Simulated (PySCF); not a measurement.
Computed shifts of a molecule CH3F3Si, PBE/pcSseg-1 (PySCF), GIAO, gas phase, equivalent atoms averaged, in ppm (number of nuclei): ¹⁹F: -182.8 (2), -334.8 (1). ¹³C: 81.1 (1). ²⁹Si: -9.2 (1). ¹H: 5.35 (1), 4.84 (2). References: ¹⁹F against CFCl3 (σ = 133.6 ppm); ¹³C against TMS (σ = 182.0 ppm); ²⁹Si against TMS (σ = 335.4 ppm); ¹H against TMS (σ = 31.49 ppm), references at their B3LYP-D3(BJ)/def2-TZVP geometries, non-relativistic. Geometry: ωB97X-D3(BJ)/def2-SVP. The values are those of a single conformer.

Pick the molecule that these values belong to.
A) FC(F)(F)[SiH3]
B) F[SiH2]C(F)F
C) C[Si](F)(F)F
D) FC[SiH](F)F

D, FC[SiH](F)F
